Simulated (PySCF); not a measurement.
Working with the constants of GeC

ROHF-CCSD(T) constants of GeC, ³Π (triplet), unpaired electrons σ ↑, π ↑ (PySCF, no relativity, basis sets Ge pcseg-1, C pcseg-1; masses 73.9212 and 12.0000 u):

| Quantity | Value |
| --- | --- |
| ωe | 780.5 cm⁻¹ |
| ωexe | 4.92 cm⁻¹ |
| Be | 0.48747 cm⁻¹ |
| αe | 0.00392 cm⁻¹ |
| D (centrifugal) | 7.61e-07 cm⁻¹ |
| De to Ge + C | 3.29 eV |

Task: Give the vibrational terms G(v) and spacings up to v = 6.

Result: G(v) = ωe(v+½) − ωexe(v+½)².

```csv
v,G(v) (cm⁻¹),G(v) − G(v−1),Bv (cm⁻¹)
0,389.0,,0.4855
1,1159.7,770.7,0.4816
2,1920.5,760.8,0.4777
3,2671.5,751.0,0.4738
4,3412.6,741.1,0.4698
5,4143.9,731.3,0.4659
6,4865.4,721.5,0.4620
```

Task: How well does the Morse estimate ωe²/(4ωexe) reproduce De, and what is D0?

Result: It gives 3.84 eV, 117 % of the computed De. D0 = De − G(0) = 3.29 − 0.05 = 3.24 eV.

Correlated steps freeze 10 core orbitals. Correlated levels converge slowly with the basis: in double zeta they bind strong bonds too weakly, by up to about 1 eV, and carry superposition errors of some tenths. Spin–orbit coupling is left out. The state was picked by a PBE0 search and need not be the measured ground state.
